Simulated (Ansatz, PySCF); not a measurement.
Dimer: NH3 (SMILES N) (first 4 atoms) with SiH4 (SMILES [SiH4]); geometry from B3LYP-D3(BJ)/def2-TZVP, rigid monomers moved along the line of their centres of mass till N1···Si5 is 3.28 Å.
(charge 0, multiplicity 1):
```xyz
9

N      0.070     0.164    -0.007
H     -0.744     0.643     0.360
H      0.038    -0.793     0.325
H      0.890     0.601     0.394
Si    -0.004     0.044     3.272
H      1.231     0.732     2.835
H     -0.037    -0.010     4.752
H     -0.024    -1.333     2.731
H     -1.186     0.787     2.782
```

Interaction energies are E(AB) − E(A) − E(B) at the monomers' geometry in the complex; basis-set methods are counterpoise corrected.

Correlated levels freeze the cores. CBS: X⁻³ extrapolation of the correlation energy, Hartree–Fock from the larger set.

Codes used: Ansatz (Gaussian basis) for Hartree–Fock, density functionals and correlated methods; PySCF for the dispersion terms. Each number belongs to the level named beside it.

The comparison value is -0.4 kJ/mol (CCSD(T)/CBS(aug-cc-pV(D+d)Z, aug-cc-pV(T+d)Z)). It is a level with limits of its own, not the exact answer.

Order these levels by how close they come to the comparison value for the interaction energy, closest first: PBE-D4/def2-TZVPPD, B3LYP/def2-TZVPPD, wB97M-V/def2-TZVPPD. Give each level's value less the comparison value.

wB97M-V/def2-TZVPPD (-0.4 kJ/mol), PBE-D4/def2-TZVPPD (-1.8 kJ/mol), B3LYP/def2-TZVPPD (8.0 kJ/mol)

Ansatz is a quantum-chemistry and plane-wave program.
